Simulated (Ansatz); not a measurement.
Gas-phase electronic energies from Ansatz, PBE0-D4/def2-TZVP geometries. CCSD(T)/CBS is the MP2 limit (def2-TZVPP, def2-QZVPP) plus CCSD(T) − MP2 in def2-TZVPP, frozen cores. This one scheme is used for every species. Functionals use def2-TZVPP. Each species was taken in one conformer, which may not be the lowest.

Consider the ligand exchange at the Si–O bond: `CB(N)O[SiH3]` + `CNCF` → `CN([SiH3])CF` + `CB(N)O`.

`CB(N)O[SiH3]`:

```xyz
13

C    -0.251   -0.785    1.258
B     0.651   -0.384    0.029
N     1.922   -0.939   -0.175
O     0.221    0.541   -0.904
Si   -1.155    1.416   -1.053
H    -1.210   -1.192    0.919
H     0.209   -1.526    1.913
H    -0.490    0.093    1.867
H     2.498   -0.683   -0.958
H     2.329   -1.618    0.441
H    -1.354    2.306    0.122
H    -1.027    2.242   -2.278
H    -2.343    0.529   -1.181
```

`CNCF`:

```xyz
10

C    -0.155   -0.346   -1.166
N     0.246    0.611   -0.155
C    -0.083    0.293    1.165
F     0.543   -0.881    1.638
H     0.336   -1.322   -1.072
H    -1.234   -0.502   -1.100
H     0.060    0.060   -2.156
H     1.214    0.885   -0.247
H    -1.157    0.110    1.253
H     0.229    1.093    1.839
```

`CN([SiH3])CF`:

Z-matrix (Å, degrees):
```
C
N 1 1.452
H 1 1.095 2 109.9
H 1 1.095 2 112.7 3 120.8
H 1 1.092 2 110.0 3 -118.4
Si 2 1.733 1 119.3 3 151.0
C 2 1.401 1 115.6 3 -50.4
H 6 1.486 2 107.8 1 -52.3
H 6 1.490 2 114.3 1 67.2
H 6 1.484 2 106.9 1 -172.0
F 7 1.405 2 112.7 1 -72.9
H 7 1.095 2 110.9 1 45.0
H 7 1.092 2 110.7 1 168.2
```

`CB(N)O`:

Cartesian coordinates in Å:
```
C 0.602 0.953 -0.422
B -0.210 -0.207 0.276
N -0.473 -1.426 -0.369
O -0.700 -0.076 1.558
H 1.498 1.205 0.154
H 0.925 0.707 -1.436
H 0.003 1.868 -0.483
H -0.989 -2.166 0.074
H -0.165 -1.631 -1.301
H -0.491 0.773 1.948
```

```csv
level,ΔE (kJ/mol)
r2SCAN-D4,51.0
CCSD(T)/def2-TZVPP,48.8
```

**Question.** What does CCSD(T)/CBS give? (Estimate.)

**Answer.** Ansatz gave: +49.7 kJ/mol. The listed levels differ from it by 1.3, -0.9 kJ/mol.

Largest T1 diagnostic among the species: 0.011.

In def2-TZVPP, CCSD(T) changes the Hartree–Fock value by −16.7 kJ/mol (the triples alone add −2.2 kJ/mol) and MP2 by −18.2 kJ/mol.
